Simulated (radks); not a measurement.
Problem. The mean radii <r> (bohr) of the occupied orbitals of an atom or ion are listed with their occupations. All-electron calculation, Dirac Kohn-Sham, PBE, spin-unpolarised, spherical densities, point nucleus. Program: a radial shooting solver on a logarithmic mesh with Libxc functionals.

orbital  occ.      <r>
1s1/2       2  0.05031
2s1/2       2   0.2260
2p1/2       2   0.1959
2p3/2       4   0.1993
3s1/2       2   0.6809
3p1/2       2   0.7060
3p3/2       4   0.7168
3d3/2       4   0.9064
3d5/2       6   0.9151
4s1/2       2    2.655

Name the element and its charge. Open shells, if any, fill j = l - 1/2 first.

Solution. Z = 30, zinc, charge 0: Zn in [Ar] 3d10 4s2. The 1s radius gives Z: for a bare nucleus <r> = (2 gamma + 1)/(2Z) with gamma = sqrt(1 - (Z/c)^2), 0.04919 bohr for Z = 30, and screening makes it slightly larger (0.05031 here). The occupations add up to 30, and the charge is Z minus that.
